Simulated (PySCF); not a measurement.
# Dipole moment and polarisability of `N#CCB(Cl)Cl`

C₂H₂BCl₂N.
Atom-mapped SMILES: `[N:1]#[C:2][CH2:3][B:4]([Cl:5])[Cl:6]` (hydrogens: H7, H8 on C3)

Structure used (PBE0-D3(BJ)/def2-SVP), in Å, numbered top down from 1:
```
atom  x, y, z in Å
N1    -0.8772    2.2242    0.3832
C2    -0.4141    1.2761   -0.0910
C3     0.1709    0.0896   -0.6863
B4     1.5803   -0.3544   -0.1285
Cl5    2.3660   -1.7160   -0.8911
Cl6    2.3508    0.4447    1.2054
H7    -0.5176   -0.7656   -0.5585
H8     0.2587    0.2239   -1.7787
```

Level: PBE0/def2-SVPD (PySCF), static field, nuclei fixed, core orbitals frozen in the response. The polarisability tensor in these axes (au):

```
x    65.62 -11.88   1.50
y   -11.88  72.74  13.73
z     1.50  13.73  62.39
```

Task: Give the principal values, the mean and the anisotropy Δα = √{½[(α1 − α2)² + (α2 − α3)² + (α1 − α3)²]}.

Result: Principal values 48.55, 65.76 and 86.44 au; mean 66.92 au = 9.92 Å³ = 11.03 × 10⁻⁴⁰ C²·m²/J; Δα = 32.86 au (49 % of the mean).

Task: What is the dipole moment, and where does it point?

Result: (0.86, -2.87, -1.76) D, 3.47 D in size, pointing from the negative to the positive side. Measured along this direction, the outermost atoms are N1 at the negative end and Cl5 at the positive end.

Task: Form Σ f/ω² (atomic units) for the 10 lowest TDDFT singlets, given as eV and f, and set it beside the mean polarisability, which is this sum over all singlets: 5.86, 0.0001; 5.95, 0.0003; 6.54, 0.0258; 6.73, 0.0007; 7.03, 0.1326; 7.48, 0.0002; 7.65, 0.0002; 7.96, 0.0112; 8.03, 0.0033; 8.06, 0.0643.

Result: They add up to 3.36 au, 5.0 % of the 66.92 au; the largest single term is 1.99 au, from the state at 7.03 eV. Terms in order: 0.00, 0.01, 0.45, 0.01, 1.99, 0.00, 0.00, 0.13, 0.04, 0.73 au. Higher excitations give the rest. The strengths listed sum to 0.239.

Task: Along which axes do the principal values lie, and how far do the nuclei extend along each?

Result: Largest value along (-0.42, 0.80, 0.43), where the nuclei span 5.06 Å; middle along (0.77, 0.07, 0.63), 3.52 Å; least along (-0.47, -0.60, 0.65), 1.75 Å. The response follows the extents in order.

Task: What would n − 1 = 2πNα be for an ideal gas of these molecules at 273.15 K and 1 atm, electronic part alone?

Result: N = p/kT = 2.6868 × 10¹⁹ cm⁻³, so n − 1 = 2π × N × 9.92 × 10⁻²⁴ cm³ = 1674 × 10⁻⁶ at long wavelengths, for an ideal gas.

Task: Rayleigh depolarisation ratio (linearly polarised light, static tensor)?

Result: ρ = 3Δα²/(45ᾱ² + 4Δα²) = 3239.3/(201518 + 4319.1) = 0.0157.

Geometry: PBE0-D3(BJ)/def2-SVP, one conformer, isolated molecule.
